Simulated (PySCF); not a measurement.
**Levels of Re³⁸⁺ from EOM-EA-GCCSD**

Reference: closed-shell Re³⁹⁺, [Kr]; one electron is added. Calculated with PySCF 2.14, two-component X2C-1e with screened spin-orbit coupling, an uncontracted even-tempered set (19 s from 1.9 bohr⁻², ratio 2.6; 15 p from 2.5 bohr⁻², ratio 2.6; 11 d from 2.5 bohr⁻², ratio 2.6; 5 f from 2.6 bohr⁻², ratio 2.8); frozen [Ar] 3d10; the 110 highest virtual spinors dropped; of the others 74 kept and the rest restored at second order. No Breit or QED terms. Binding energies in eV.

```tsv
level	Koopmans	second order	EOM-CCSD
4d3/2	1696.3	1698.0	1697.9
4d5/2	1675.1	1676.8	1676.7
```

For comparison, the ionisation energy of Re³⁸⁺ is 1696 ± 4 eV (theoretical estimate listed by NIST; NIST Atomic Spectra Database, ionization energies).
